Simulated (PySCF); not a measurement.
## Computed properties of B(F)2(SH) (BF₂HS), SMILES FB(F)S

BF₂HS, SMILES B(S)(F)F. Geometry optimised at ωB97X-D3(BJ)/def2-SVP. One conformer was computed; it need not be the lowest. All values are computed for the isolated molecule unless a solvent is named; none is compared with measurement here.

**Structure.** The optimised structure has Cs symmetry. All 9 harmonic modes at ωB97X-D3(BJ)/def2-SVP (PySCF) are real, so it is a minimum. With heavy atoms numbered as in [B:1]([F:2])([F:3])[SH:4], the shortest bond between them is B1–F2 at 1.322 Å and the longest B1–S4 at 1.804 Å.

**Vibrations.** The strongest infrared lines (harmonic, unscaled, degenerate partners summed) lie at 1271 cm⁻¹ (496 km/mol, B 72 %, F 25 %), 1450 cm⁻¹ (285 km/mol, B 74 %, F 24 %), 586 cm⁻¹ (41 km/mol, B 85 %, F 13 %). The softest mode is at 301 cm⁻¹ and the zero-point energy is 12.4 kcal/mol.

**Electronic structure.** PBE0/def2-TZVPD (PySCF) places the frontier levels at -8.48 and -0.34 eV, a gap of 8.14 eV, and gives a dipole moment of 1.29 D and a mean polarisability of 35.8 bohr³.

**Excitations.** TDA-B3LYP/def2-SVPD (PySCF) has S1 at 6.62 eV (187 nm, f = 0.026, weak); the most intense of the 10 singlets computed lies at 9.56 eV (f = 0.22). T1 (TDA) is at 6.02 eV, 0.60 eV under S1. No vertical singlet excitation falls in the visible range (under 3.1 eV).

**NMR.** GIAO shifts at PBE0/pcSseg-2 (PySCF) (non-relativistic, atoms alike by connectivity averaged): ¹H at 2.1 ppm against TMS; ¹⁹F at -80.7 ppm against CFCl3; ¹¹B at 19.1 ppm against BF3.
